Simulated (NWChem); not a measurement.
# SnBrCl, singlet; SMILES [Cl][Sn][Br]

Low-valent species are run as closed-shell singlets; no triplet was tried in these runs. This build's default masses of Se (78.918 u) and Br (79.917 u) are each other's, which moves their modes by up to 0.6 %. def2 effective core potentials on Sn; no spin-orbit coupling.

Problem. Give the equilibrium geometry at PBE0/def2-SVP with def2 effective core potentials on Sn (NWChem) as a list of bonds and angles, with the point group.

Solution. point group Cs; any orientation.
Bonds (Å): Sn1–Cl2 2.388, Sn1–Br3 2.538. Angles (°): Cl2–Sn1–Br3 99.5.
